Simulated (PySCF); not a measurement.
**Vibration and rotation of InC**

UHF-CCSD(T) constants of InC, ⁴Σ⁻ (quartet), unpaired electrons σ ↑, π ↑↑ (PySCF, spin-free X2C with a Gaussian nucleus, basis sets In x2c-SVPall, C x2c-SVPall; masses 114.9039 and 12.0000 u):

```
ωe           : 490.0 cm⁻¹
ωexe         : 2.55 cm⁻¹
Be           : 0.31565 cm⁻¹
αe           : 0.00246 cm⁻¹
De to In + C : 2.58 eV
```

Q: What force constant and bond length do these constants imply?

A: Reduced mass μred = 10.865 u; k = 5.8918×10⁻⁷·μred·ωe² (u, cm⁻¹, mdyn/Å) = 1.54 mdyn/Å; Re = √(16.8576/(μred·Be)) (u, cm⁻¹, Å) = 2.217 Å.

Q: Estimate the centrifugal constant D from the Kratzer relation and find the Dunham coefficient a1.

A: D = 4Be³/ωe² = 5.24e-07 cm⁻¹; a1 = −1 − αeωe/(6Be²) = -3.02.

Correlated steps freeze 19 core orbitals. Correlated levels converge slowly with the basis: in double zeta they bind strong bonds too weakly, by up to about 1 eV, and carry superposition errors of some tenths. Spin–orbit coupling is left out, which matters for elements this heavy, above all for dissociation energies. The state was picked by a PBE0 search and need not be the measured ground state.
